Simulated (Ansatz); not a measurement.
A short molecular-dynamics run on H$_{8}$O$_{2}$Si$_{3}$ (`O[SiH]([SiH3])O[SiH3]`).

```yaml
crystal:
  periodic: [false, false, false]
  atoms:
    - {symbol: O, position_ang: [-1.834547, 1.566366, 0.607842]}
    - {symbol: Si, position_ang: [-0.493975, 1.117189, -0.227415]}
    - {symbol: Si, position_ang: [-0.935664, -0.750801, -1.586878]}
    - {symbol: O, position_ang: [0.739177, 0.759111, 0.784792]}
    - {symbol: Si, position_ang: [1.785365, -0.356462, 1.360577]}
    - {symbol: H, position_ang: [-2.301734, 0.898792, 1.111892]}
    - {symbol: H, position_ang: [-0.122221, 2.324518, -1.000019]}
    - {symbol: H, position_ang: [-1.478309, -1.866083, -0.759230]}
    - {symbol: H, position_ang: [-1.944804, -0.408447, -2.625665]}
    - {symbol: H, position_ang: [0.300690, -1.230715, -2.262984]}
    - {symbol: H, position_ang: [1.521580, -1.675379, 0.723482]}
    - {symbol: H, position_ang: [1.609591, -0.478652, 2.829151]}
    - {symbol: H, position_ang: [3.175151, 0.065763, 1.059156]}
basis:
  gaussian: {orbitals: def2-SVP}
hamiltonian: {xc: {name: r2SCAN}, dispersion: d3bjatm}
md: {timestep: 2 fs, n_steps: 50, ensemble: nve, temperature: 300, initial_velocities: maxwell_boltzmann, seed: 612}
```

```sh
$ ansatz run in.yaml --threads 2 --pin off --events-out ev --progress --plain --max-ram 32768MiB --backend cpu
```

```json
{"step": "0", "time (fs)": "0.0", "potential energy (eV)": "-27845.3203", "kinetic (eV)": "0.4266", "T (K)": "300", "conserved (eV)": "-27844.8937"}
{"step": "1", "time (fs)": "2.0", "potential energy (eV)": "-27845.2244", "kinetic (eV)": "0.3457", "T (K)": "243", "conserved (eV)": "-27844.8787"}
{"step": "2", "time (fs)": "4.0", "potential energy (eV)": "-27845.0925", "kinetic (eV)": "0.2243", "T (K)": "158", "conserved (eV)": "-27844.8682"}
{"step": "3", "time (fs)": "6.0", "potential energy (eV)": "-27845.0860", "kinetic (eV)": "0.2123", "T (K)": "149", "conserved (eV)": "-27844.8737"}
{"step": "4", "time (fs)": "8.0", "potential energy (eV)": "-27845.1238", "kinetic (eV)": "0.2377", "T (K)": "167", "conserved (eV)": "-27844.8861"}
{"step": "5", "time (fs)": "10.0", "potential energy (eV)": "-27845.0475", "kinetic (eV)": "0.1704", "T (K)": "120", "conserved (eV)": "-27844.8771"}
{"step": "6", "time (fs)": "12.0", "potential energy (eV)": "-27845.0107", "kinetic (eV)": "0.1493", "T (K)": "105", "conserved (eV)": "-27844.8615"}
{"step": "7", "time (fs)": "14.0", "potential energy (eV)": "-27845.1814", "kinetic (eV)": "0.2928", "T (K)": "206", "conserved (eV)": "-27844.8886"}
{"step": "8", "time (fs)": "16.0", "potential energy (eV)": "-27845.2306", "kinetic (eV)": "0.3454", "T (K)": "243", "conserved (eV)": "-27844.8851"}
{"step": "9", "time (fs)": "18.0", "potential energy (eV)": "-27845.1590", "kinetic (eV)": "0.2867", "T (K)": "202", "conserved (eV)": "-27844.8723"}
{"step": "10", "time (fs)": "20.0", "potential energy (eV)": "-27845.1576", "kinetic (eV)": "0.2863", "T (K)": "201", "conserved (eV)": "-27844.8714"}
{"step": "11", "time (fs)": "22.0", "potential energy (eV)": "-27845.2316", "kinetic (eV)": "0.3456", "T (K)": "243", "conserved (eV)": "-27844.8860"}
{"step": "12", "time (fs)": "24.0", "potential energy (eV)": "-27845.1819", "kinetic (eV)": "0.2953", "T (K)": "208", "conserved (eV)": "-27844.8866"}
{"step": "13", "time (fs)": "26.0", "potential energy (eV)": "-27845.0235", "kinetic (eV)": "0.1588", "T (K)": "112", "conserved (eV)": "-27844.8646"}
{"step": "14", "time (fs)": "28.0", "potential energy (eV)": "-27845.0436", "kinetic (eV)": "0.1677", "T (K)": "118", "conserved (eV)": "-27844.8759"}
{"step": "15", "time (fs)": "30.0", "potential energy (eV)": "-27845.1075", "kinetic (eV)": "0.2184", "T (K)": "154", "conserved (eV)": "-27844.8891"}
{"step": "16", "time (fs)": "32.0", "potential energy (eV)": "-27845.0270", "kinetic (eV)": "0.1550", "T (K)": "109", "conserved (eV)": "-27844.8720"}
{"step": "17", "time (fs)": "34.0", "potential energy (eV)": "-27845.0033", "kinetic (eV)": "0.1337", "T (K)": "94", "conserved (eV)": "-27844.8697"}
{"step": "18", "time (fs)": "36.0", "potential energy (eV)": "-27845.0923", "kinetic (eV)": "0.2149", "T (K)": "151", "conserved (eV)": "-27844.8774"}
{"step": "19", "time (fs)": "38.0", "potential energy (eV)": "-27845.1663", "kinetic (eV)": "0.2766", "T (K)": "195", "conserved (eV)": "-27844.8897"}
{"step": "20", "time (fs)": "40.0", "potential energy (eV)": "-27845.0825", "kinetic (eV)": "0.2087", "T (K)": "147", "conserved (eV)": "-27844.8738"}
{"step": "21", "time (fs)": "42.0", "potential energy (eV)": "-27845.0525", "kinetic (eV)": "0.1834", "T (K)": "129", "conserved (eV)": "-27844.8691"}
{"step": "22", "time (fs)": "44.0", "potential energy (eV)": "-27845.1354", "kinetic (eV)": "0.2482", "T (K)": "175", "conserved (eV)": "-27844.8873"}
{"step": "23", "time (fs)": "46.0", "potential energy (eV)": "-27845.1009", "kinetic (eV)": "0.2212", "T (K)": "156", "conserved (eV)": "-27844.8797"}
{"step": "24", "time (fs)": "48.0", "potential energy (eV)": "-27845.0288", "kinetic (eV)": "0.1602", "T (K)": "113", "conserved (eV)": "-27844.8686"}
{"step": "25", "time (fs)": "50.0", "potential energy (eV)": "-27845.0704", "kinetic (eV)": "0.1966", "T (K)": "138", "conserved (eV)": "-27844.8738"}
{"step": "26", "time (fs)": "52.0", "potential energy (eV)": "-27845.1560", "kinetic (eV)": "0.2715", "T (K)": "191", "conserved (eV)": "-27844.8845"}
{"step": "27", "time (fs)": "54.0", "potential energy (eV)": "-27845.1345", "kinetic (eV)": "0.2515", "T (K)": "177", "conserved (eV)": "-27844.8830"}
{"step": "28", "time (fs)": "56.0", "potential energy (eV)": "-27845.0579", "kinetic (eV)": "0.1912", "T (K)": "134", "conserved (eV)": "-27844.8668"}
{"step": "29", "time (fs)": "58.0", "potential energy (eV)": "-27845.1171", "kinetic (eV)": "0.2337", "T (K)": "164", "conserved (eV)": "-27844.8833"}
{"step": "30", "time (fs)": "60.0", "potential energy (eV)": "-27845.1166", "kinetic (eV)": "0.2317", "T (K)": "163", "conserved (eV)": "-27844.8849"}
{"step": "31", "time (fs)": "62.0", "potential energy (eV)": "-27845.0116", "kinetic (eV)": "0.1409", "T (K)": "99", "conserved (eV)": "-27844.8707"}
{"step": "32", "time (fs)": "64.0", "potential energy (eV)": "-27844.9882", "kinetic (eV)": "0.1170", "T (K)": "82", "conserved (eV)": "-27844.8712"}
{"step": "33", "time (fs)": "66.0", "potential energy (eV)": "-27845.0567", "kinetic (eV)": "0.1784", "T (K)": "125", "conserved (eV)": "-27844.8783"}
{"step": "34", "time (fs)": "68.0", "potential energy (eV)": "-27845.1027", "kinetic (eV)": "0.2178", "T (K)": "153", "conserved (eV)": "-27844.8849"}
{"step": "35", "time (fs)": "70.0", "potential energy (eV)": "-27845.0624", "kinetic (eV)": "0.1923", "T (K)": "135", "conserved (eV)": "-27844.8701"}
{"step": "36", "time (fs)": "72.0", "potential energy (eV)": "-27845.1198", "kinetic (eV)": "0.2427", "T (K)": "171", "conserved (eV)": "-27844.8771"}
{"step": "37", "time (fs)": "74.0", "potential energy (eV)": "-27845.1942", "kinetic (eV)": "0.3066", "T (K)": "216", "conserved (eV)": "-27844.8875"}
{"step": "38", "time (fs)": "76.0", "potential energy (eV)": "-27845.1347", "kinetic (eV)": "0.2569", "T (K)": "181", "conserved (eV)": "-27844.8778"}
{"step": "39", "time (fs)": "78.0", "potential energy (eV)": "-27845.0652", "kinetic (eV)": "0.1960", "T (K)": "138", "conserved (eV)": "-27844.8693"}
{"step": "40", "time (fs)": "80.0", "potential energy (eV)": "-27845.0977", "kinetic (eV)": "0.2213", "T (K)": "156", "conserved (eV)": "-27844.8764"}
{"step": "41", "time (fs)": "82.0", "potential energy (eV)": "-27845.1447", "kinetic (eV)": "0.2623", "T (K)": "184", "conserved (eV)": "-27844.8824"}
{"step": "42", "time (fs)": "84.0", "potential energy (eV)": "-27845.1174", "kinetic (eV)": "0.2375", "T (K)": "167", "conserved (eV)": "-27844.8799"}
{"step": "43", "time (fs)": "86.0", "potential energy (eV)": "-27845.0870", "kinetic (eV)": "0.2195", "T (K)": "154", "conserved (eV)": "-27844.8674"}
{"step": "44", "time (fs)": "88.0", "potential energy (eV)": "-27845.1791", "kinetic (eV)": "0.2924", "T (K)": "206", "conserved (eV)": "-27844.8867"}
{"step": "45", "time (fs)": "90.0", "potential energy (eV)": "-27845.1699", "kinetic (eV)": "0.2880", "T (K)": "203", "conserved (eV)": "-27844.8819"}
{"step": "46", "time (fs)": "92.0", "potential energy (eV)": "-27845.0856", "kinetic (eV)": "0.2126", "T (K)": "150", "conserved (eV)": "-27844.8730"}
{"step": "47", "time (fs)": "94.0", "potential energy (eV)": "-27845.0609", "kinetic (eV)": "0.1887", "T (K)": "133", "conserved (eV)": "-27844.8721"}
{"step": "48", "time (fs)": "96.0", "potential energy (eV)": "-27845.1034", "kinetic (eV)": "0.2232", "T (K)": "157", "conserved (eV)": "-27844.8802"}
{"step": "49", "time (fs)": "98.0", "potential energy (eV)": "-27845.1020", "kinetic (eV)": "0.2192", "T (K)": "154", "conserved (eV)": "-27844.8828"}
{"step": "50", "time (fs)": "100.0", "potential energy (eV)": "-27845.0431", "kinetic (eV)": "0.1738", "T (K)": "122", "conserved (eV)": "-27844.8693"}
```

Velocities are drawn at the set temperature; a run this short doesn't reach equilibrium.

Frames (Å, forces in eV/Å):

```xyz
13
time=0.0 fs
O    -1.835    1.566    0.608   -0.424    0.358    0.162
Si   -0.494    1.117   -0.227   -0.136    0.128   -0.750
Si   -0.936   -0.751   -1.587    0.038    0.089    0.057
O     0.739    0.759    0.785    0.105    0.286    0.204
Si    1.785   -0.356    1.361    0.466   -0.398    0.279
H    -2.302    0.899    1.112   -0.157   -0.210    0.161
H    -0.122    2.325   -1.000    0.019    0.056   -0.088
H    -1.478   -1.866   -0.759   -0.051   -0.103    0.072
H    -1.945   -0.408   -2.626   -0.099    0.025   -0.090
H     0.301   -1.231   -2.263    0.109   -0.060   -0.070
H     1.522   -1.675    0.723   -0.015   -0.138   -0.056
H     1.610   -0.479    2.829    0.008   -0.038    0.130
H     3.175    0.066    1.059    0.136    0.005   -0.011
13
time=8.0 fs
O    -1.859    1.567    0.626    0.356    0.514   -0.375
Si   -0.497    1.141   -0.227   -0.712    0.580   -0.574
Si   -0.916   -0.760   -1.575   -0.194    0.216   -0.579
O     0.741    0.741    0.739    0.736   -0.226    0.713
Si    1.783   -0.357    1.355    0.275   -1.049    0.375
H    -2.375    0.945    1.133   -0.180   -0.454    0.167
H     0.057    2.398   -0.809   -0.547   -0.053   -0.377
H    -1.495   -1.823   -0.683    0.307   -0.061   -0.037
H    -1.959   -0.565   -2.645    0.045    0.163    0.198
H     0.313   -1.164   -2.362   -0.158   -0.133    0.423
H     1.480   -1.742    0.823    0.139    0.296   -0.159
H     1.493   -0.504    2.812    0.282    0.207    0.086
H     3.215   -0.004    1.046   -0.348    0.000    0.140
13
time=16.0 fs
O    -1.883    1.575    0.640    0.712    0.469   -0.532
Si   -0.514    1.174   -0.238   -0.168    0.056    0.147
Si   -0.903   -0.763   -1.570    0.378   -0.001   -0.141
O     0.765    0.719    0.716   -0.416    0.499   -0.211
Si    1.784   -0.379    1.360   -0.208   -0.552    1.082
H    -2.395    0.916    1.099   -0.227   -0.527    0.214
H    -0.045    2.463   -0.830   -0.327   -0.192   -0.187
H    -1.357   -1.832   -0.602    0.188    0.118   -0.162
H    -1.981   -0.630   -2.589   -0.092    0.095   -0.044
H     0.365   -1.203   -2.319   -0.500    0.124    0.434
H     1.497   -1.725    0.814   -0.017   -0.273   -0.156
H     1.524   -0.427    2.853    0.216   -0.001   -0.363
H     3.181   -0.043    1.085    0.462    0.186   -0.083
13
time=24.0 fs
O    -1.894    1.584    0.648    0.501    0.275   -0.260
Si   -0.535    1.206   -0.247    0.169   -0.917    0.083
Si   -0.889   -0.761   -1.566   -0.356    0.589    0.539
O     0.777    0.712    0.688   -0.548    0.495   -0.247
Si    1.786   -0.412    1.378    0.684    0.274   -0.913
H    -2.351    0.834    1.018   -0.342   -0.453    0.338
H    -0.303    2.466   -0.976    0.355    0.116   -0.004
H    -1.155   -1.831   -0.566   -0.321   -0.120    0.148
H    -2.030   -0.643   -2.531    0.130   -0.116   -0.002
H     0.352   -1.240   -2.177    0.468    0.005   -0.508
H     1.528   -1.765    0.751    0.018    0.249    0.332
H     1.644   -0.363    2.833   -0.248   -0.224    0.516
H     3.235   -0.022    1.107   -0.510   -0.173   -0.023
13
time=32.0 fs
O    -1.898    1.585    0.655    0.382    0.251   -0.184
Si   -0.553    1.222   -0.256    0.385   -0.601   -0.492
Si   -0.878   -0.750   -1.551    1.025   -0.549    0.311
O     0.771    0.723    0.652    0.223   -0.274    0.407
Si    1.796   -0.437    1.387   -1.030    1.374    0.208
H    -2.312    0.788    0.979   -0.437   -0.427    0.435
H    -0.393    2.464   -1.094    0.409   -0.257    0.454
H    -1.099   -1.846   -0.501   -0.145    0.348   -0.374
H    -2.031   -0.716   -2.496    0.035   -0.095   -0.107
H     0.463   -1.231   -2.231   -1.068    0.521    0.320
H     1.543   -1.770    0.821   -0.178   -0.359   -0.047
H     1.655   -0.417    2.917   -0.153   -0.064   -0.775
H     3.171   -0.047    1.091    0.553    0.132   -0.155
13
time=40.0 fs
O    -1.900    1.576    0.664    0.556    0.502   -0.385
Si   -0.562    1.220   -0.271    0.339   -1.061    0.434
Si   -0.859   -0.742   -1.529   -1.449    0.651    0.127
O     0.772    0.724    0.631    0.438   -0.643    0.588
Si    1.792   -0.437    1.388   -0.536    0.732   -1.862
H    -2.337    0.817    1.040   -0.319   -0.466    0.299
H    -0.241    2.429   -1.026    0.113    0.432   -0.044
H    -1.150   -1.779   -0.529    0.045   -0.464    0.388
H    -1.997   -0.830   -2.502   -0.021    0.187    0.040
H     0.318   -1.054   -2.269    1.288   -0.376   -0.606
H     1.492   -1.845    0.910    0.081    0.416   -0.102
H     1.561   -0.496    2.814   -0.079    0.248    0.898
H     3.217   -0.060    1.030   -0.455   -0.157    0.226
13
time=48.0 fs
O    -1.892    1.566    0.668    0.685    0.595   -0.565
Si   -0.562    1.202   -0.279    0.928    0.231    0.980
Si   -0.854   -0.730   -1.509    0.573   -0.877   -1.047
O     0.786    0.704    0.630   -0.481    0.042   -0.165
Si    1.769   -0.420    1.366   -0.954    0.207    0.885
H    -2.366    0.876    1.125   -0.199   -0.494    0.196
H    -0.062    2.487   -0.898   -0.541   -0.393    0.043
H    -1.143   -1.836   -0.477    0.392    0.422   -0.444
H    -1.976   -0.849   -2.495   -0.043    0.204    0.084
H     0.456   -0.961   -2.395   -1.057    0.014    1.013
H     1.456   -1.795    0.919   -0.021   -0.238   -0.251
H     1.468   -0.439    2.881    0.344    0.163   -0.763
H     3.172   -0.115    1.057    0.372    0.122    0.033
13
time=56.0 fs
O    -1.872    1.562    0.664    0.316    0.453   -0.188
Si   -0.545    1.182   -0.266    0.108   -0.016    0.876
Si   -0.848   -0.728   -1.506   -1.477    0.580    0.017
O     0.783    0.686    0.623   -0.775    0.919   -0.543
Si    1.734   -0.401    1.350    1.084   -0.915   -0.200
H    -2.341    0.896    1.161   -0.160   -0.407    0.155
H    -0.124    2.470   -0.812   -0.081    0.318   -0.463
H    -0.968   -1.806   -0.533   -0.207   -0.564    0.516
H    -1.997   -0.755   -2.452   -0.090   -0.033   -0.046
H     0.358   -0.930   -2.196    1.659   -0.368   -1.085
H     1.431   -1.782    0.820    0.056    0.177    0.204
H     1.513   -0.296    2.779   -0.152   -0.165    0.854
H     3.199   -0.131    1.118   -0.282    0.021   -0.096
13
time=64.0 fs
O    -1.848    1.564    0.661   -0.265    0.153    0.362
Si   -0.526    1.167   -0.239   -1.148    1.148   -1.303
Si   -0.852   -0.726   -1.510    1.345   -0.935   -0.373
O     0.758    0.698    0.601    1.079    0.283    0.779
Si    1.715   -0.396    1.342    0.707   -0.193    1.214
H    -2.279    0.862    1.154   -0.151   -0.175    0.152
H    -0.271    2.485   -0.922    0.143   -0.419    0.022
H    -0.876   -1.891   -0.495   -0.351    0.517   -0.523
H    -2.043   -0.681   -2.421    0.192   -0.256   -0.006
H     0.554   -1.003   -2.233   -1.418    0.287    0.354
H     1.419   -1.745    0.801   -0.073   -0.199    0.138
H     1.520   -0.257    2.855   -0.077   -0.296   -0.635
H     3.159   -0.113    1.120    0.017    0.085   -0.183
13
time=72.0 fs
O    -1.839    1.566    0.677   -0.369    0.089    0.459
Si   -0.529    1.172   -0.236   -1.033    0.158   -1.523
Si   -0.841   -0.735   -1.520   -1.344    0.453    0.362
O     0.769    0.723    0.605    0.995    0.229    0.828
Si    1.713   -0.399    1.351    0.324   -0.299   -0.134
H    -2.234    0.830    1.156   -0.122    0.006    0.114
H    -0.329    2.374   -1.076    0.287    0.173    0.135
H    -0.986   -1.857   -0.594   -0.148   -0.574    0.453
H    -2.023   -0.737   -2.418   -0.160    0.021   -0.162
H     0.332   -0.990   -2.271    1.402   -0.275   -0.962
H     1.382   -1.775    0.868    0.046    0.047   -0.059
H     1.464   -0.367    2.799    0.004    0.055    0.410
H     3.122   -0.059    1.030    0.119   -0.083    0.078
13
time=80.0 fs
O    -1.843    1.569    0.710    0.070   -0.022   -0.111
Si   -0.552    1.181   -0.263    0.684   -0.514    0.295
Si   -0.842   -0.746   -1.531   -0.025   -1.166   -1.013
O     0.811    0.759    0.636   -0.918    0.595   -0.405
Si    1.718   -0.408    1.362    0.327   -0.211    0.237
H    -2.237    0.833    1.198    0.028    0.108   -0.033
H    -0.240    2.333   -1.136   -0.047    0.236    0.219
H    -1.147   -1.943   -0.609    0.420    0.478   -0.344
H    -2.031   -0.785   -2.467    0.138    0.264    0.172
H     0.380   -1.024   -2.506   -0.830    0.174    1.036
H     1.364   -1.792    0.904    0.066    0.131   -0.189
H     1.435   -0.447    2.842    0.253    0.199   -0.208
H     3.132   -0.057    0.984   -0.168   -0.272    0.344
13
time=88.0 fs
O    -1.844    1.574    0.737    0.332   -0.213   -0.508
Si   -0.563    1.180   -0.285    1.068   -0.117    1.250
Si   -0.851   -0.773   -1.557   -0.996    0.568   -0.020
O     0.826    0.813    0.657   -0.540   -0.406   -0.249
Si    1.726   -0.419    1.376   -0.623    0.702   -0.096
H    -2.247    0.856    1.250    0.171    0.166   -0.196
H    -0.174    2.407   -1.061   -0.374   -0.230    0.190
H    -1.124   -1.922   -0.690    0.037   -0.442    0.421
H    -2.025   -0.690   -2.467   -0.191    0.111   -0.095
H     0.283   -1.028   -2.416    0.897   -0.177   -0.403
H     1.370   -1.761    0.833   -0.120   -0.043   -0.059
H     1.520   -0.428    2.863   -0.049    0.012   -0.174
H     3.147   -0.175    1.095    0.388    0.071   -0.062
13
time=96.0 fs
O    -1.829    1.577    0.741    0.017   -0.518   -0.237
Si   -0.553    1.174   -0.279    0.507   -0.516    1.458
Si   -0.875   -0.795   -1.586    0.616    0.092   -0.032
O     0.822    0.852    0.669    0.398   -1.004    0.190
Si    1.727   -0.416    1.383   -0.070    0.923   -0.977
H    -2.227    0.867    1.273    0.206    0.269   -0.249
H    -0.280    2.444   -0.946    0.029    0.255   -0.467
H    -1.050   -1.993   -0.662   -0.170    0.384   -0.320
H    -2.065   -0.547   -2.479    0.213   -0.317    0.044
H     0.427   -1.077   -2.382   -0.825    0.207    0.316
H     1.324   -1.718    0.737   -0.020    0.162    0.246
H     1.564   -0.398    2.850   -0.330   -0.103    0.242
H     3.234   -0.283    1.204   -0.570    0.168   -0.213
13
time=100.0 fs
O    -1.818    1.575    0.736    0.124    0.063   -0.400
Si   -0.542    1.168   -0.265    0.262   -0.297    0.746
Si   -0.883   -0.805   -1.601   -1.069    1.612    1.024
O     0.823    0.859    0.677    0.560   -0.789    0.193
Si    1.726   -0.407    1.383   -0.468    0.688   -1.286
H    -2.201    0.879    1.267   -0.187   -0.342    0.272
H    -0.355    2.463   -0.950    0.206   -0.017   -0.346
H    -1.037   -1.946   -0.713   -0.433   -0.619    0.459
H    -2.051   -0.533   -2.481   -0.047   -0.272   -0.164
H     0.324   -1.057   -2.279    1.505   -0.261   -1.193
H     1.283   -1.689    0.726    0.058    0.104    0.231
H     1.527   -0.405    2.821   -0.321   -0.089    0.714
H     3.211   -0.297    1.212   -0.188    0.220   -0.251
```

Hardware: 2 threads of a server CPU on a shared host. Wall time 4.4 min, peak host memory 0.24 GiB.
